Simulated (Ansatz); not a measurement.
# Cost against result

Saddle point of AlAsH$_{6}$O, singlet (AlH₃O ([OH][AlH2]) + AsH₃ → AlAsH₄ ([AlH2][AsH2]) + H₂O (still joined by a long Al–O bond); bonds formed: O2–H5; dative contacts that become bonds: Al1–As6; bonds broken: H5–As6; bonds weakened to dative contacts: Al1–O2), PBE0-D4/def2-TZVP structure:

```csv
atom,x (Å),y (Å),z (Å)
Al1,-1.0120,-0.6822,0.3366
O2,-1.0104,1.1180,0.0212
H3,-1.5256,-1.5266,-0.9009
H4,-1.2134,-1.0488,1.8580
H5,0.2426,0.7122,-0.0912
As6,1.5853,-0.5448,0.0227
H7,-1.3416,1.4526,-0.8177
H8,2.2650,0.4948,0.8840
H9,2.0102,0.0248,-1.3128
```

Barriers are electronic and count from the start structure reached by relaxing down the imaginary mode.

Computed with Ansatz 0.2.0 (basis: as named in each row); correlated methods freeze the cores. Filled d shells of the heavier atoms are correlated. The def2 sets are not built for correlating such inner shells, so the correlated values are less sure here. B3LYP uses VWN-RPA correlation. Extrapolation: Hartree–Fock as exp(−7.88 √X), correlation as X^−2.97.

Times are rough, for one single point on 4 threads of a shared host (Arm Neoverse V2).

The estimate by CCSD(T) at an estimated basis limit (MP2 extrapolated from triple and quadruple zeta, plus CCSD(T) − MP2 in triple zeta) is 27.01 kcal/mol.

| method | basis | time (s) | barrier (kcal/mol) | method less estimate |
| --- | --- | --- | --- | --- |
| HF | STO-3G | under 1 | 38.88 | 11.86 |
| PBE-D4 | STO-3G | under 1 | 6.49 | -20.52 |
| SPW92 | def2-SVP | under 1 | 12.54 | -14.47 |
| PBE-D4 | def2-SVP | under 1 | 18.04 | -8.98 |
| B3LYP-D4 | 6-31G | under 1 | 25.34 | -1.67 |
| PBE0-D4 | def2-SVP | under 1 | 22.08 | -4.93 |
| SPW92 | def2-TZVPP | under 1 | 14.95 | -12.07 |
| PBE-D4 | def2-TZVPP | 2 | 20.09 | -6.92 |
| BLYP-D4 | def2-TZVPP | 2 | 23.86 | -3.15 |
| BHLYP-D4 | def2-TZVPP | 2 | 31.23 | 4.21 |
| B3LYP-D4 | def2-TZVPP | 2 | 26.51 | -0.50 |
| PBE0-D4 | def2-TZVPP | 2 | 23.77 | -3.24 |
| CAM-B3LYP-D4 | def2-TZVPP | 2 | 28.08 | 1.07 |
| CCSD(T) | def2-SVP | 3 | 28.66 | 1.64 |
| r2SCAN-D4 | def2-TZVPP | 3 | 22.47 | -4.54 |
| RPA on PBE | def2-TZVPP | 3 | 28.01 | 1.00 |
| r2SCAN0-D4 | def2-TZVPP | 4 | 25.11 | -1.90 |
| B2PLYP | def2-TZVPP | 4 | 27.36 | 0.35 |
| PBE-QIDH | def2-TZVPP | 4 | 26.60 | -0.41 |
| wB97M-V | def2-SVP | 4 | 24.72 | -2.30 |
| wB97X-V | def2-TZVPP | 6 | 28.53 | 1.52 |
| B97M-V | def2-TZVPP | 6 | 28.04 | 1.03 |
| wB97M-V | def2-TZVPP | 7 | 27.12 | 0.10 |
| MP2 | def2-QZVPP | 14 | 25.76 | -1.26 |
| CCSD(T) | def2-TZVPP | 57 | 28.27 | 1.26 |

All methods are single points on the PBE0-D4 structures.

The T1 diagnostic stays at or below 0.012.

Labels in which every atom is bracketed show which atoms are joined, not bond orders.
